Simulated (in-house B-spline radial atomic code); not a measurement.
Computed with a B-spline radial atomic code. Model: two electrons, singlet ground state, non-relativistic, full CI in B-splines with partial waves to l = 8 (at full coupling up to 3e-4 hartree above the limit, correlation up to 0.6 % small), density held at that of full coupling by Lieb maximisation.

W(λ) is the mean repulsion in the state of coupling λ less the Hartree energy of the fixed density. Its start is exact exchange, its initial slope is twice the second-order Görling-Levy correlation energy, and its area from 0 to 1 is E_xc. A straight curve means weak, dynamic correlation, and a curve that drops fast and flattens means strong correlation.

Command:
```bash
python run_ac.py task.json out
```
Settings (lengths in bohr, energies in hartree):
```
potential              yukawa
strength               3.35
lmax                   8
second                 1.32
```

Time taken, with all properties: 59 s on 1 thread of Intel(R) Xeon(R) Processor @ 2.30GHz, with other jobs on the host.

**W = mean repulsion less Hartree energy, and W of three functionals.**

Given: confinement screened point charge; nuclear charge 3.35; screening of the nucleus 1.32 1/bohr; external potential -Z exp(-k r)/r.

Computed: PBE exchange minus exact 5.4858 millihartree; SCAN exchange minus exact -15.19 millihartree.

| coupling | W xc (hartree) | W xc minus exchange (millihartree) | kinetic minus Kohn-Sham (millihartree) | LDA (PW92) W minus its exchange (millihartree) | PBE W minus its exchange (millihartree) | SCAN W minus its exchange (millihartree) |
| --- | --- | --- | --- | --- | --- | --- |
| 0 | -1.5883 | 0 | 0 | 0 | 0 | 0 |
| 0.02 | -1.5903 | -2.003 | 0 | -12.87 | -1.67 | -1.81 |
| 0.05 | ? | ? | ? | ? | ? | ? |
| 0.12 | -1.6001 | -11.841 | 0.7 | -51.92 | -10.14 | -10.55 |
| 0.25 | -1.6125 | -24.203 | 3 | -88.03 | -21.2 | -21.33 |
| 0.4 | -1.6262 | -37.896 | 7.4 | -121.34 | -33.75 | -33.14 |
| 0.6 | -1.6435 | -55.264 | 16.1 | -158.1 | -50.01 | -47.98 |
| 0.8 | ? | ? | ? | ? | ? | ? |
| 1 | -1.6755 | -87.235 | 41.6 | -216.67 | -80.57 | -75.12 |
| 1.4 | -1.7042 | -115.96 | 75.9 | -263.33 | -108.58 | -99.49 |
| 2 | -1.7422 | -153.92 | 140.2 | -319.89 | -146.27 | -131.91 |
| 3 | -1.7946 | -206.29 | 270.1 | -392.45 | -199.64 | -177.48 |
| 4.5 | -1.8547 | -266.43 | 493.3 | -472.11 | -263.4 | -231.69 |
| 7 | -1.9242 | -335.92 | 886.7 | -563.79 | -341.77 | -297.81 |
| 10 | -1.979 | -390.76 | 1347.2 | -638.67 | -408.63 | -353.1 |

Problem. What belongs in the row 0.05?

Solution. W xc (hartree): -1.5933; W xc minus exchange (millihartree): -4.986; kinetic minus Kohn-Sham (millihartree): 0.1; LDA (PW92) W minus its exchange (millihartree): -26.7; PBE W minus its exchange (millihartree): -4.19; SCAN W minus its exchange (millihartree): -4.48.

Problem. What belongs in the row 0.8?

Solution. W xc (hartree): -1.66; W xc minus exchange (millihartree): -71.686; kinetic minus Kohn-Sham (millihartree): 27.6; LDA (PW92) W minus its exchange (millihartree): -189.31; PBE W minus its exchange (millihartree): -65.62; SCAN W minus its exchange (millihartree): -61.94.

Problem. What is the LDA exchange minus exact?

Solution. 212.62 millihartree.

**Energy parts, natural occupations and partial-wave weights.**

Computed: exchange energy -1.5883 hartree; correlation energy -0.045676 hartree; kinetic part of the DFT correlation energy 0.041559 hartree; initial slope twice GL2 -0.10046 hartree; kinetic part over minus potential part 0.4764; Hartree energy 3.1766 hartree; Kohn-Sham kinetic 7.2123 hartree.

```json
{"natural": "s", "occupation of the shell (electrons)": "1.9917"}
{"natural": "s", "occupation of the shell (electrons)": "?"}
{"natural": "p", "occupation of the shell (electrons)": "0.003205"}
{"natural": "d", "occupation of the shell (electrons)": "0.00015493"}
{"natural": "p", "occupation of the shell (electrons)": "0.00013897"}
{"natural": "s", "occupation of the shell (electrons)": "9.8625e-05"}
```

Problem. What belongs in the row s?

Solution. occupation of the shell (electrons): 0.0046458.

```json
{"wave": "s", "weight": "0.99821"}
{"wave": "p", "weight": "?"}
{"wave": "d", "weight": "8.8484e-05"}
{"wave": "f", "weight": "1.2675e-05"}
{"wave": "g", "weight": "2.9526e-06"}
```

Problem. What belongs in the row p?

Solution. weight: 0.0016797.

Problem. What is the Lieb Oxford ratio E_xc over LDA exchange?

Solution. 1.1878.

Problem. What is the total energy?

Solution. -2.8305 hartree.

Half-way to full coupling W has made 53 % of its drop, against 50 % for a straight line, and second-order (GL2) theory, half the initial slope, overshoots the correlation energy by about 10 %: a moderate bend, as in light atoms. Over couplings 0 to 1 the errors in E_xc come to about +127 millihartree for LDA, +10 millihartree for PBE, -9.2 millihartree for SCAN, so SCAN is nearest. In LDA and SCAN the errors of exchange and correlation have opposite signs, so the sum is smaller than the larger of the two.
